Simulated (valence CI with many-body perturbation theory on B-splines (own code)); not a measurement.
**Missing levels of Cu XXV**

Level of theory: relativistic CI+MBPT: three valence electrons over a frozen Dirac-Fock core [He], radial functions for each j: 11 s, 11 p, 10 d, 8 f, 5 g, 2 h, with the one-electron correlation potential Σ1, the two-electron term Σ2, the three-electron term Σ3, Breit, model QED; selected CI, second order for the rest, scaled by the run's own slope (own B-spline code, finite nucleus).

No measured spectrum was set against this ion. As an estimate, levels of excited configurations hold to 0.05 to 0.15 % of their energy, terms of the ground configuration to about 0.5 %.

```tsv
Level	E (cm⁻¹)
2s2 2p 2P°_1/2	0
2s2 2p 2P°_3/2	191280
2s 2p2 4P_1/2	?
2s 2p2 4P_3/2	584080
2s 2p2 4P_5/2	661980
2s 2p2 2D_3/2	?
2s 2p2 2D_5/2	955110
2s 2p2 2P_1/2	1011300
2s 2p2 2S_1/2	1214900
2s 2p2 2P_3/2	1228000
2p3 4S°_3/2	?
2p3 2D°_3/2	1683800
2p3 2D°_5/2	?
2p3 2P°_1/2	1896600
2p3 2P°_3/2	2010000
2s2 3s 2S_1/2	10413000
2s2 3p 2P°_1/2	?
2s2 3p 2P°_3/2	?
2s 2p 3s 4P°_1/2	10822000
2s2 3d 2D_3/2	10859000
```

Names give the largest LS component (configuration and term), which can be under half, so a name can repeat, a term be missing and a line seem to break the LS rules; names also repeat where a configuration has a term twice.

Question: The levels stand in rising order. What does the calculation give for the missing energies?

Answer: 2s 2p2 4P_1/2 485010; 2s 2p2 2D_3/2 902270; 2p3 4S°_3/2 1513400; 2p3 2D°_5/2 1735600; 2s2 3p 2P°_1/2 10619000; 2s2 3p 2P°_3/2 10673000.
